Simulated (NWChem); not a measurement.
C₂H₆CdO; SMILES C[O][Cd][CH3]

```xyz
10

Cd     0.0597    -0.3179     0.0001
C     -0.2216    -2.3874    -0.0003
H      0.1426    -2.8222    -0.9422
H     -1.2905    -2.6219     0.1052
H      0.3233    -2.8470     0.8368
O      0.4814     1.6117    -0.0003
C     -0.4199     2.6630     0.0000
H     -1.0885     2.6871     0.8880
H      0.1296     3.6250     0.0047
H     -1.0824     2.6922    -0.8924
```
Atoms are numbered in this order, from 1.

Results from NWChem. Medium grid unless said otherwise, to which SCAN and Minnesota functionals are sensitive. Structure relaxed at the PBE0/def2-SVP level. Not confirmed as a minimum by frequencies. def2 effective core potentials on Cd; no spin-orbit coupling. B3LYP is NWChem's, with the RPA form of VWN correlation. Total energies of different functionals are on different scales.

```tsv
level	energy (Ha)	highest occupied level (eV)	orbital gap (eV)	dipole (D)
B3LYP/def2-SVP	-322.6931	-6.34	5.67	1.97
PBE/def2-SVP	-322.4411	-5.10	3.92	1.84
TPSS/def2-SVP	-322.5927	-5.19	4.21	1.82
HCTH/407/def2-SVP	-323.1463	-5.26	3.85	1.92
BLYP/def2-SVP	-322.5241	-5.00	3.86	1.83
LC-wPBE (HJS exchange hole, range parameter 0.4 per bohr)/def2-SVP	-322.5601	[?]	[?]	1.89
B97-2/def2-SVP	-322.7726	-6.31	5.93	2.00
MN15/def2-SVP	-322.0700	-7.44	7.72	1.99
revPBE/def2-SVP	-322.6355	-5.04	3.96	1.84
BP86/def2-SVP	-322.7438	-5.21	4.01	1.85
M06-2X/def2-SVP	-322.4760	-8.08	8.22	2.03
```

Task: Some entries are withheld; supply them.

Result: 
- LC-wPBE (HJS exchange hole, range parameter 0.4 per bohr)/def2-SVP, highest occupied level (eV): -9.37
- LC-wPBE (HJS exchange hole, range parameter 0.4 per bohr)/def2-SVP, orbital gap (eV): 11.01
